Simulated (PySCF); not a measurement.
# Why did this PySCF run fail?

```python
from pyscf import gto, scf, mp

mol = gto.M(
    atom='Ca 0 0 0; I 0 0 2.427',
    basis='def2-svp',
    ecp={'I': 'def2-svp'},
    charge=0,
    spin=1,
    symmetry=True,
    verbose=4,
)
mf = scf.UHF(mol)
mf.max_cycle = 3
mf.kernel()
mp.MP2(mf, frozen=9).kernel()
mf.dip_moment()
print('orbital energies (hartree):', [e[max(0, n-3):n+3].round(4) for e, n in zip(mf.mo_energy, mol.nelec)])
```

```bash
$ OMP_NUM_THREADS=1 python input.py
```

The log, shortened:

```
[earlier lines left out]
initial guess = minao
damping factor = 0
level_shift factor = 0
DIIS = <class 'pyscf.scf.diis.CDIIS'>
SCF conv_tol = 1e-09
SCF max_cycles = 3
number electrons alpha = 23  beta = 22
Freeze 0 electrons in irreps []
    45 free electrons in irreps A1 E1x E1y E2x E2y
init E= -941.536518992081

cycle= 1 E= -972.272913816106  delta_E= -30.7  |g|= 1.58  |ddm|= 5.99
cycle= 2 E= -973.021131460015  delta_E= -0.748  |g|= 0.804  |ddm|= 4.59
cycle= 3 E= -973.347693402625  delta_E= -0.327  |g|= 0.0994  |ddm|= 1.37
SCF not converged.
SCF energy = -973.347693402625 after 3 cycles  <S^2> = 0.75592836  2S+1 = 2.0059196

******** <class 'pyscf.mp.ump2.UMP2'> ********
nocc = (np.int64(14), np.int64(13)), nmo = (41, 41)
frozen orbitals 9
Init E(MP2) = -0.235609456247566
cycle = 1  E_corr(MP2) = -0.233704881293695  dE = 0.00190457495  norm(t2) = 0.0162116
cycle = 2  E_corr(MP2) = -0.23391537370831  dE = -0.000210492415  norm(t2) = 0.00111018
cycle = 3  E_corr(MP2) = -0.23390667946717  dE = 8.69424114e-06  norm(t2) = 8.65367e-05
cycle = 4  E_corr(MP2) = -0.233906802451195  dE = -1.22984025e-07  norm(t2) = 2.51041e-06
cycle = 5  E_corr(MP2) = -0.233906811737726  dE = -9.28653085e-09  norm(t2) = 1.37614e-07
E(UMP2) = -973.581600214363  E_corr = -0.233906811737726
E(SCS-UMP2) = -973.562993249092  E_corr = -0.215299846466591
E_corr(same-spin) = -0.0754480703292467
E_corr(oppo-spin) = -0.158458741408479
Dipole moment(X, Y, Z, Debye):  0.00000,  0.00000, -5.74450
orbital energies (hartree): [array([-0.3838, -0.3838, -0.1621,  0.0861,  0.0927,  0.0927]), array([-0.3852, -0.3852, -0.3415, -0.0088,  0.1055,  0.134 ])]
```

Question: Which setting is at fault, why, and what does a mended input give?

Answer: The cycle limit (3): the limit is below the number of cycles that the SCF needs. With this edit
```diff
- mf.max_cycle = 3
```
the run finishes: E(SCF) = -973.363671 Eh, 12 cycles, E(MP2) − E(SCF) = -0.22842 Eh, ⟨S²⟩ = 0.751, μz(SCF) = -3.44 D.

The bond length is a typed value, not an optimised one. No search for the lowest solution was made.
